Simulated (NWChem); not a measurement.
SnBr$_{2}$, singlet; SMILES [Br][Sn][Br]

All runs: NWChem. Low-valent species are run as closed-shell singlets; no triplet was tried in these runs. Structure relaxed at the PBE0/def2-SVP level. def2 effective core potentials on Sn; no spin-orbit coupling. Level M06-L/def2-SVP: energy and gradient on several grids; changes count from the extra-fine grid, which is no exact limit either.

```tsv
grid	size of the energy change (μHa)	largest change of a gradient component (μHa/bohr)
xcoarse	200	200
coarse	10	70
medium	< 10	< 30
fine	< 10	< 30
xfine	< 10	< 30
```
